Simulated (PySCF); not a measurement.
Bond curve of KCl

Set-up: PySCF, no relativity, basis sets K def2-TZVPP, Cl def2-TZVPP. Energies in eV from K + Cl in their ground configurations at the same level. State: ¹Σ⁺ (singlet), closed shell.

Curves on a restricted Hartree–Fock reference rise too fast on stretching and do not dissociate correctly.

```json
{"R (Å)": "2.317", "RHF-SCS-MP2": "-3.473", "HSE06": "-3.642", "PBEsol": "-3.896", "PBE": "-3.672"}
{"R (Å)": "2.425", "RHF-SCS-MP2": "-3.841", "HSE06": "-3.963", "PBEsol": "-4.189", "PBE": "-3.988"}
{"R (Å)": "2.532", "RHF-SCS-MP2": "-4.047", "HSE06": "-4.135", "PBEsol": "-4.340", "PBE": "-4.158"}
{"R (Å)": "2.613", "RHF-SCS-MP2": "-4.125", "HSE06": "-4.193", "PBEsol": "-4.386", "PBE": "-4.217"}
{"R (Å)": "2.694", "RHF-SCS-MP2": "-4.155", "HSE06": "-4.207", "PBEsol": "-4.391", "PBE": "-4.232"}
{"R (Å)": "2.775", "RHF-SCS-MP2": "-4.148", "HSE06": "-4.188", "PBEsol": "-4.364", "PBE": "-4.216"}
{"R (Å)": "2.883", "RHF-SCS-MP2": "-4.097", "HSE06": "-4.126", "PBEsol": "-4.295", "PBE": "-4.157"}
{"R (Å)": "3.017", "RHF-SCS-MP2": "-3.989", "HSE06": "-4.009", "PBEsol": "-4.171", "PBE": "-4.044"}
{"R (Å)": "3.179", "RHF-SCS-MP2": "-3.822", "HSE06": "-3.835", "PBEsol": "-3.994", "PBE": "-3.877"}
{"R (Å)": "3.394", "RHF-SCS-MP2": "-3.572", "HSE06": "-3.582", "PBEsol": "-3.738", "PBE": "-3.631"}
```

Q: Put a parabola through the three lowest points of the RHF-SCS-MP2 curve and estimate Re, k and ωe (reduced mass 18.43 u; 1 eV/Å² = 0.16022 mdyn/Å; ωe = 1302.8·√(k/μ) cm⁻¹).

A: Through R = 2.613, 2.694, 2.775 Å the second-order coefficient is 2.82 eV/Å², so Re ≈ 2.719 Å, k ≈ 0.904 mdyn/Å and ωe ≈ 288 cm⁻¹. A polynomial fit of higher order to the unrounded RHF-SCS-MP2 energies gives Re = 2.716 Å, k = 0.827 mdyn/Å, ωe = 276 cm⁻¹; anharmonicity and rounding make the difference.

The higher-order fit for each curve: RHF-SCS-MP2: Re = 2.716 Å, ωe = 276 cm⁻¹, De = 4.16 eV; HSE06: Re = 2.684 Å, ωe = 278 cm⁻¹, De = 4.21 eV; PBEsol: Re = 2.663 Å, ωe = 279 cm⁻¹, De = 4.39 eV; PBE: Re = 2.689 Å, ωe = 272 cm⁻¹, De = 4.23 eV.

Correlated steps freeze 10 core orbitals. Where the molecule has an RHF reference, its open-shell atoms are computed with UHF.
